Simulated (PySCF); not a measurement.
Species: C7H10O.
Numbering: `[CH2:1]=[CH:2]/[CH:3]=[CH:4]/[C:5](=[CH2:6])[O:7][CH3:8]` (hydrogens: H9, H10 on C1; H11 on C2; H12 on C3; H13 on C4; H14, H15 on C6; H16, H17, H18 on C8)

Computed geometry: GFN2-xTB, gas phase.

Some entries are withheld. Bonds in one row agree within 0.01 Å.

```
            coordinate    value
                 C1=C2  1.331 Å
                 C2–C3        ?
                 C3=C4        ?
                 C4–C5  1.453 Å
                 C5=C6        ?
                 C5–O7  1.365 Å
                 O7–C8  1.404 Å
                 C1–H9  1.076 Å
                C1–H10  1.078 Å
                C2–H11  1.083 Å
                C3–H12  1.081 Å
                C4–H13  1.081 Å
                C6–H14  1.074 Å
                C6–H15  1.074 Å
C8–H16, C8–H17, C8–H18  1.093 Å
              C1–C2–C3        ?
              C2–C3–C4   123.5°
              C3–C4–C5        ?
              C4–C5–C6        ?
              C4–C5–O7   113.2°
              C6–C5–O7   125.4°
              C5–O7–C8   117.9°
```

**Question.** Fill in the missing values.

**Answer.** 
- C2–C3 = 1.439 Å, drawn single (both ends alkene CH carbon); 0.02 Å below the sum of covalent radii, 1.46 Å.
- C3=C4 = 1.341 Å, drawn double (both ends alkene CH carbon); 0.12 Å below the sum of covalent radii, 1.46 Å.
- C5=C6 = 1.339 Å, drawn double (vinylic carbon bearing oxygen to terminal =CH2 carbon); 0.12 Å below the sum of covalent radii, 1.46 Å.
- C1–C2–C3 = 123.7°, at the alkene CH carbon; the outer atoms are 2.443 Å apart.
- C3–C4–C5 = 124.4°, at the alkene CH carbon; the outer atoms are 2.473 Å apart.
- C4–C5–C6 = 121.4°, at the vinylic carbon bearing oxygen; the outer atoms are 2.435 Å apart.

Radii are Cordero's, carbon taken as 0.76, 0.73 or 0.69 Å for four, three, and two or fewer neighbours.

No frequency check. One conformer, not necessarily the lowest (C1–C2–C3–C4 180°, C3–C4–C5–C6 180°, C4–C5–O7–C8 180°).
